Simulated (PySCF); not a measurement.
Radial density of Cu²⁺ (copper, charge +2)

B97-3, [Ar] 3d8 4p1, one real determinant (an excited configuration). Computed with PySCF 2.14 in aug-cc-pVTZ-DK, with scalar relativity by spin-free X2C-1e.

```
r (bohr)  4πr²ρ (e/bohr)  4πr²(ρα − ρβ)
0.000925          0.2728         0.0000
 0.00156          0.6810         0.0000
 0.00262           1.664         0.0000
 0.00440           3.920         0.0000
 0.00740           8.699         0.0001
  0.0125           17.35         0.0003
  0.0209           28.79         0.0009
  0.0352           35.37         0.0039
  0.0593           30.24         0.0162
  0.0997           30.37         0.0589
   0.168           40.29         0.2298
   0.282           23.53         0.9596
   0.474           20.07         2.2734
   0.798           17.79         1.9672
    1.34           4.102         0.7548
    2.26          0.7589         0.5230
    3.80          0.1617         0.1593
    6.39        0.002079         0.0021
    10.7       1.149e-05         0.0000
```

Densities and radii are taken from the X2C orbitals without a picture-change correction, which distorts them close to the nucleus.

⟨L²⟩ = 14.01 against 20 for a pure G term, so this real determinant mixes terms.
